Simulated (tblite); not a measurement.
Compound: C6H9O2 (doublet state).
Atom-mapped SMILES: `[CH2:1][C:2](=[O:3])[CH2:4][C:5](=[O:6])[CH2:7][CH3:8]` (hydrogens: H9, H10 on C1; H11, H12 on C4; H13, H14 on C7; H15, H16, H17 on C8)

Cartesian coordinates in Å at the GFN2-xTB level; atoms count from 1:
```xyz
17
C6H9O2 angstrom
C     -2.290   -1.717   -0.332
C     -0.927   -1.462   -0.577
O     -0.014   -2.219   -0.249
C     -0.610   -0.143   -1.287
C     -0.126    0.805   -0.198
O     -0.860    1.610    0.311
C      1.311    0.582    0.187
C      1.696    1.327    1.457
H     -3.054   -1.004   -0.583
H     -2.585   -2.669    0.075
H      0.188   -0.315   -2.007
H     -1.494    0.267   -1.770
H      1.932    0.911   -0.651
H      1.461   -0.497    0.296
H      1.499    2.390    1.345
H      1.115    0.962    2.300
H      2.751    1.183    1.673
```

All values are computed: GFN2-xTB (tblite) harmonic vibrations without scaling, gas phase. This tight-binding method is rough: wavenumbers can miss measured ones by several per cent, in bad cases by 10 to 20. One conformer, not necessarily the lowest. Open shells enter through the occupations alone, without spin polarisation, and single modes of such species can be off by tens of per cent.

Harmonic wavenumbers (cm⁻¹): 42.9, 59.1, 87.2, 142.6, 192.8, 226.7, 320.8, 364.9, 441.5, 475.7, 491.2, 560.2, 603.2, 726.3, 800.5, 826.9, 869.6, 942.7, 989.7, 1033.1, 1049.1, 1059.6, 1106.7, 1116.7, 1193.1, 1226.0, 1228.2, 1316.6, 1384.6, 1406.9, 1425.6, 1439.3, 1484.9, 1496.6, 1564.4, 1767.7, 2948.7, 2965.6, 3014.0, 3029.2, 3045.5, 3046.1, 3053.4, 3113.0, 3166.4.

A = 3469, B = 1369, C = 1151 MHz; mass 113.060 u (most abundant isotopes); point group C1, symmetry number 1; spin multiplicity 2.

Problem. Zero-point energy?

Solution. Half the sum of the wavenumbers: 29423 cm⁻¹ = 351.97 kJ/mol.

Problem. What is S at 273.15 K and 1 bar for an ideal gas of classical rigid rotors and harmonic oscillators?

Solution. Translation 166.00, rotation 118.01, vibration 105.32, spin (R ln 2) 5.76: S = 395.1 J/(mol K).

Problem. And Cp and H(273.15 K) − H(0)?

Solution. Cp = 137.17 J/(mol K), of which vibrations give 103.91 (their classical limit is 45 R = 374.2); H(273.15 K) − H(0) = 23.80 kJ/mol without the zero-point energy, 14.71 from vibrations.

Problem. How do the functions run with temperature in this model?

Solution. 
```json
{"T (K)": "50", "S (J/(mol K))": "248.8", "Cp (J/(mol K))": "56.2", "H − H(0) (kJ/mol)": "2.17", "G − H(0) (kJ/mol)": "-10.27", "ln q(vib)": "0.65"}
{"T (K)": "100", "S (J/(mol K))": "293.8", "Cp (J/(mol K))": "75.3", "H − H(0) (kJ/mol)": "5.47", "G − H(0) (kJ/mol)": "-23.91", "ln q(vib)": "1.93"}
{"T (K)": "298.15", "S (J/(mol K))": "407.5", "Cp (J/(mol K))": "146.5", "H − H(0) (kJ/mol)": "27.34", "G − H(0) (kJ/mol)": "-94.16", "ln q(vib)": "6.78"}
{"T (K)": "373.15", "S (J/(mol K))": "443.3", "Cp (J/(mol K))": "173.7", "H − H(0) (kJ/mol)": "39.36", "G − H(0) (kJ/mol)": "-126.08", "ln q(vib)": "8.54"}
{"T (K)": "500", "S (J/(mol K))": "500.0", "Cp (J/(mol K))": "213.9", "H − H(0) (kJ/mol)": "64.04", "G − H(0) (kJ/mol)": "-185.96", "ln q(vib)": "11.46"}
{"T (K)": "750", "S (J/(mol K))": "598.3", "Cp (J/(mol K))": "270.3", "H − H(0) (kJ/mol)": "125.11", "G − H(0) (kJ/mol)": "-323.59", "ln q(vib)": "17.00"}
{"T (K)": "1000", "S (J/(mol K))": "681.4", "Cp (J/(mol K))": "307.1", "H − H(0) (kJ/mol)": "197.59", "G − H(0) (kJ/mol)": "-483.83", "ln q(vib)": "22.15"}
```

q(vib) and H(0) count from the zero-point level.

Problem. What must be added to the electronic energy to get the Gibbs energy at 273.15 K and 1 bar?

Solution. ZPE + [H(273.15 K) − H(0)] − T·S = 351.97 + 23.80 − 107.92 = 267.85 kJ/mol.

Problem. Which modes carry the vibrational entropy at 273.15 K?

Solution. 42.9 cm⁻¹: 20.70; 59.1 cm⁻¹: 18.05; 87.2 cm⁻¹: 14.86; 142.6 cm⁻¹: 10.89; 192.8 cm⁻¹: 8.53; 226.7 cm⁻¹: 7.32 J/(mol K); the other 39 give 24.98 together.

Hindered rotation and anharmonicity are outside this model. Other conformers, if any are populated, would add a mixing term that is left out. The structure is chiral; the term R ln 2 for an equal mix with its mirror image is left out.

The run took 0.52 s wall on Arm Neoverse V1, one thread, on a shared host. This covers the Hessian and the dipole derivatives.
